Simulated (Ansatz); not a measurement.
Input for Ansatz (a first-principles code): R-PBE/def2-TZVPP on H2OSn (SMILES [OH][SnH]), a point of a bond scan (R = 0.963 Å). Elements past Kr take the def2 small-core potentials; no spin–orbit coupling.

Ansatz 0.2 input:
```yaml
crystal:
  periodic: [false, false, false]
  atoms:
    - {symbol: Sn, position_ang: [-0.18386056, -0.15025870, 0.19526245]}
    - {symbol: H, position_ang: [-1.45520735, 0.01473920, -1.07212820]}
    - {symbol: O, position_ang: [1.21528417, 0.79939053, -0.86933130]}
    - {symbol: H, position_ang: [0.92596202, 1.10307134, -1.73634394]}
basis:
  gaussian:
    orbitals: def2-TZVPP
    pivot_positions_ang: [[-0.18386056, -0.15025870, 0.19526245], [-1.45520735, 0.01473920, -1.07212820], [1.21528417, 0.79939053, -0.86933130], [0.92596202, 1.10307134, -1.73634394]]
hamiltonian:
  xc: {name: PBE}
scf: {lower_state_search: off}
output: {orbitals: {seedname: ./end}}
```

Problem. Predict the final total energy.

Solution. -290.6868 hartree.
